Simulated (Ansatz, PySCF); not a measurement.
Noncovalent pair: C2H4 (SMILES C=C) (first 6 atoms) with H4OSi (SMILES O[SiH3]); geometry from B3LYP-D3(BJ)/def2-TZVP, rigid monomers moved along the line of their centres of mass till C2···H9 is 2.21 Å.
(charge 0, multiplicity 1):
```xyz
12

C      0.6359     0.5771     0.2490
C     -0.0404    -0.5603     0.1469
H      0.1645     1.4910     0.5903
H      1.6860     0.6407    -0.0089
H      0.4294    -1.4733    -0.1983
H     -1.0918    -0.6222     0.4008
O      0.7065    -0.5017     3.1602
Si    -0.6082     0.2358     3.8255
H      0.7830    -0.4613     2.1984
H     -0.6394     1.6898     3.5211
H     -0.5070     0.0374     5.2853
H     -1.8804    -0.3502     3.3297
```

Interaction energies are E(AB) − E(A) − E(B) at the monomers' geometry in the complex; basis-set methods are counterpoise corrected.

Correlated levels freeze the cores.

Programs: Ansatz (a program for electronic structure); PySCF for the dispersion terms. Values without a source in brackets are computed.

PBE/def2-TZVPPD gives -2.07 kcal/mol for the interaction energy.

Question: Predict the shift from PBE, with its sign, for: PBE-D3(BJ)/def2-TZVPPD, r2SCAN/def2-TZVPPD, B3LYP/def2-TZVPPD, wB97M-V/def2-TZVPPD, MP2/aug-cc-pV(D+d)Z, CCSD(T)/aug-cc-pV(D+d)Z.

Answer: PBE-D3(BJ)/def2-TZVPPD -1.78; r2SCAN/def2-TZVPPD -0.78; B3LYP/def2-TZVPPD 1.51; wB97M-V/def2-TZVPPD -0.86; MP2/aug-cc-pV(D+d)Z -0.03; CCSD(T)/aug-cc-pV(D+d)Z 0.39 kcal/mol. 2 of 6 lie above PBE; the widest gap is to PBE-D3(BJ)/def2-TZVPPD.
